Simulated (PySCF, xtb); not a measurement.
C2H7NTe, SMILES [Te](N)CC. One conformer was computed; it need not be the lowest.

Harmonic wavenumbers (cm⁻¹) from GFN2-xTB run with xtb at its own minimum, in rising order: 52, 151, 213, 236, 255, 503, 525, 716, 765, 884, 968, 1007, 1078, 1227, 1238, 1415, 1465, 1496, 1505, 1511, 2991, 2998, 3013, 3024, 3026, 3388, 3420.

**Question.** What does PBE-D3(BJ)/def2-SVP in PySCF give at its own minimum? (The exact figures need the calculation; the answer reports its results.)

**Answer.** 63, 158, 240, 261, 337, 463, 500, 684, 738, 916, 916, 942, 1037, 1154, 1198, 1334, 1392, 1410, 1424, 1486, 2957, 2995, 3034, 3052, 3070, 3399, 3508. Paired by order, the mean absolute difference is 43 cm⁻¹ and the zero-point energies are 55.9 and 55.3 kcal/mol.
